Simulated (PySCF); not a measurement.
Gas-phase reaction: H₂Te + 4 HF = TeF₄ + 6 H, at 600 K and a standard pressure of 1 bar. Level: LDA/def2-TZVP†.

Computed with PySCF and rigid-rotor harmonic-oscillator thermochemistry at 1 bar. † marks an energy on the PBE0/def2-TZVP geometry and frequencies. Open shells (unrestricted): H (multiplicity 2); the rest are closed-shell singlets. Te: scalar-relativistic def2 core potential, no spin-orbit coupling. The harmonic model lacks anharmonicity and excited electronic states, which grow with temperature; levels with a mode under 35 cm⁻¹ are left out.

| species | E (Ha) | H(600 K) − E (kJ/mol) | S°(600 K) (J/mol/K) |
|---|---|---|---|
| H₂Te | -268.80511 | 52.9 | 255.0 |
| HF | -99.84016 | 42.3 | 194.0 |
| TeF₄ | -664.75016 | 69.5 | 394.1 |
| H | -0.47835 | 12.5 | 129.3 |
E: electronic energy; H − E holds the zero-point and thermal terms. 1 Ha = 2625.5 kJ/mol.

### Question
Work out ΔH°, ΔS°, ΔG° and log10 K from these numbers.

### Answer
1. ΔE = 1×(-664.75016) + 6×(-0.47835) − 1×(-268.80511) − 4×(-99.84016) = 0.54549 Ha = 1432.2 kJ.
2. Δ(H − E) = 1×(69.5) + 6×(12.5) − 1×(52.9) − 4×(42.3) = -77.6 kJ, so ΔH° = 1354.6 kJ.
3. ΔS° = 1×(394.1) + 6×(129.3) − 1×(255.0) − 4×(194.0) = 138.9 J/K; the number of gas molecules changes by +2.
4. ΔG° = ΔH° − TΔS° = 1354.6 − 600×(138.9)/1000 = 1271.3 kJ.
5. log10 K = −ΔG°/(RT ln 10) = -110.64, with RT ln 10 = 11.49 kJ/mol; at standard pressures the reactants are favoured.
6. A shift of 10 kJ in ΔE would move log10 K by 0.87 here.
For scale, ΔH°(298 K) is 1335 kJ at this level, 1315 kJ at ωB97M-V/def2-TZVP†, and runs from 1111 to 1394 kJ over the 18 levels computed.
